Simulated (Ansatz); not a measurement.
`BB(C)BCl` + H₂Te → `ClB[TeH]` + `BBC`  (cleavage of the B–B bond)

Gas-phase electronic energies from Ansatz, PBE0-D4/def2-TZVP geometries. CBS: MP2 limit from def2 TZ/QZ plus the TZ coupled-cluster correction, frozen cores. DFT in def2-TZVPP. B3LYP here is the variant with VWN-RPA as its local correlation; programs differ in this. HSE06 is defined as in plane-wave codes. Elements past krypton have def2 core potentials. For Te outer-core shells are correlated without core-valence functions, which leaves a few kJ/mol of doubt a bond. Each species was taken in one conformer, which may not be the lowest.

```csv
level,ΔE (kcal/mol),difference from CCSD(T)/CBS
PBE-D4,-13.9,1.7
revPBE-D4,-13.5,2.1
r2SCAN-D4,-14.3,1.3
B97M-V,-12.6,3.0
PBE0-D4,-14.1,1.5
B3LYP-D4,-13.7,1.9
r2SCANh-D4,-14.4,1.2
HSE06-D4,-14.2,1.4
BHLYP-D4,-14.2,1.4
CAM-B3LYP-D4,-13.1,2.5
ωB97X-V,-13.5,2.1
ωB97M-V,-14.0,1.6
B2PLYP,-15.2,0.4
PBE-QIDH,-15.6,0.0
PBE,-14.1,1.5
revPBE,-14.2,1.4
BLYP,-13.8,1.8
r2SCAN,-14.5,1.1
PBE0,-14.3,1.3
B3LYP,-14.0,1.6
r2SCAN0,-14.7,0.9
HSE06,-14.4,1.2
BHLYP,-14.0,1.6
CAM-B3LYP,-13.4,2.2
LC-ωPBE,-13.3,2.3
RPA@PBE/def2-TZVPP,-15.0,0.6
HF/def2-SVP,-14.1,1.5
MP2/def2-SVP,-15.8,-0.2
CCSD/def2-SVP,-13.8,1.8
CCSD(T)/def2-SVP,-14.1,1.5
MP2/def2-TZVPP,-17.3,-1.7
SCS-MP2/def2-TZVPP,-16.4,-0.8
CCSD/def2-TZVPP,-14.3,1.3
CCSD(T)/def2-TZVPP,-14.8,0.8
HF/def2-QZVPP,-13.9,1.7
MP2/def2-QZVPP,-17.8,-2.2
SCS-MP2/def2-QZVPP,-16.8,-1.2
HF/CBS(def2),-13.9,1.7
MP2/CBS(def2),-18.1,-2.5
CCSD/CBS(def2),-15.1,0.5
CCSD(T)/CBS,-15.6,0
```

Largest T1 diagnostic among the species: 0.014.

In def2-TZVPP, CCSD(T) changes the Hartree–Fock value by −0.8 kcal/mol (the triples alone add −0.5 kcal/mol) and MP2 by −3.4 kcal/mol. Leaving LDA and LC-ωPBE aside and taking each functional with its dispersion term where it has one, the values spread over 3.0 kcal/mol, from PBE-QIDH to B97M-V. At CCSD(T), def2-SVP lies +1.5 kcal/mol from the extrapolated value and def2-TZVPP +0.8 kcal/mol.
